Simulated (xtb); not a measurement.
HMoO3, doublet, geometry from GFN2-xTB (such geometries of metal compounds can be far from the true shape) (the multiplicity is a formal guess); GFN1-xTB (xtb 6.7.1).

xtb was given this input:
```
$ xtb mol.xyz --gfn 1 --chrg 0 --uhf 1 --json

# file mol.xyz
5

Mo     0.02084775    -0.02422155     0.01920001
O      1.54068626    -0.42440763    -0.43828039
O     -0.52122195    -0.76003726     1.37716982
O     -0.94358242     1.09628299    -0.86900499
H     -1.48266043     1.72260035    -1.36547617
```

### Question
What does xtb print? Leave out banner, timings and long lists.

### Answer

```
   ID    Z sym.   atoms
    1   42 Mo     1
    2    8 O      2-4
    3    1 H      5

           -------------------------------------------------
          |                Calculation Setup                |
           -------------------------------------------------

           -------------------------------------------------
          |                 G F N 1 - x T B                 |
           -------------------------------------------------

          ...................................................
          :                      SETUP                      :
          :.................................................:
          :  # basis functions                  24          :
          :  # atomic orbitals                  23          :
          :  # shells                           11          :
          :  # electrons                        25          :
          :  # halogen bonds                     0          :
          :  max. iterations                   250          :
          :  Hamiltonian                  GFN1-xTB          :
          :  restarted?                      false          :
          :  GBSA solvation                  false          :
          :  PC potential                    false          :
          :  electronic temp.          300.0000000     K    :
          :  accuracy                    1.0000000          :
          :  -> integral cutoff          0.2500000E+02      :
          :  -> integral neglect         0.1000000E-07      :
          :  -> SCF convergence          0.1000000E-05 Eh   :
          :  -> wf. convergence          0.2000000E-04 e    :
          :  Broyden damping             0.4000000          :
          :  net charge                          0          :
          :  unpaired electrons                  1          :
          ...................................................

 iter      E             dE          RMSdq      gap      omega  full diag
   1    -16.8690301 -0.168690E+02  0.857E+00    2.49       0.0  T
   2    -16.8992908 -0.302607E-01  0.474E+00    2.53       1.0  T
   3    -16.8973067  0.198410E-02  0.248E+00    2.51       1.0  T
   4    -16.9059156 -0.860891E-02  0.658E-02    2.53       1.0  T
   5    -16.9059241 -0.849795E-05  0.340E-02    2.53       1.3  T
   6    -16.9059243 -0.145954E-06  0.658E-03    2.53       6.8  T
   7    -16.9059244 -0.836520E-07  0.436E-04    2.53     102.6  T
   8    -16.9059244 -0.277314E-09  0.125E-04    2.53     357.8  T
[...]
         :: total energy             -16.790045577417 Eh    ::
[...]
        13        1.0000           -0.3730249             -10.1505 (HOMO)
        14                         -0.2800645              -7.6209 (LUMO)
        15                         -0.2608809              -7.0989
        16                         -0.1634233              -4.4470
        17                         -0.1454011              -3.9566
        18                         -0.1143308              -3.1111
        19                         -0.1111885              -3.0256
        20                          0.2896114               7.8807
        21                          0.2954030               8.0383
        22                          0.3505270               9.5383
        23                          0.4644798              12.6391
      -------------------------------------------------------------
                  HL-Gap            0.0929604 Eh            2.5296 eV
             Fermi-level           -0.3737174 Eh          -10.1694 eV

  Mulliken/CM5 charges         n(s)   n(p)   n(d)
     1Mo    1.71806  2.42487   0.681  0.943  2.658
     2O    -0.69839 -0.95075   1.696  5.003  0.000
     3O    -0.69839 -0.95075   1.696  5.003  0.000
     4O    -0.71111 -1.07951   1.692  5.019  0.000
     5H     0.38982  0.55613   0.610  0.000  0.000

Wiberg/Mayer (AO) data.
largest (>0.10) Wiberg bond orders for each atom

 ---------------------------------------------------------------------------
     #   Z sym  total        # sym  WBO       # sym  WBO       # sym  WBO
 ---------------------------------------------------------------------------
     1  42 Mo   5.112 --     2 O    1.982     3 O    1.982     4 O    1.115
     2   8 O    2.119 --     1 Mo   1.982
     3   8 O    2.119 --     1 Mo   1.982
     4   8 O    2.014 --     1 Mo   1.115     5 H    0.812
     5   1 H    0.853 --     4 O    0.812
 ---------------------------------------------------------------------------

Topologies differ in total number of bonds
Writing topology from bond orders to xtbtopo.mol

 dipole moment from electron density (au)
     X       Y       Z
  -1.7328   2.0132  -1.5959  total (Debye):    7.876

           -------------------------------------------------
          | TOTAL ENERGY              -16.790045577417 Eh   |
          | GRADIENT NORM               0.029048742165 Eh/α |
          | HOMO-LUMO GAP               2.529581778961 eV   |
           -------------------------------------------------

normal termination of xtb
```
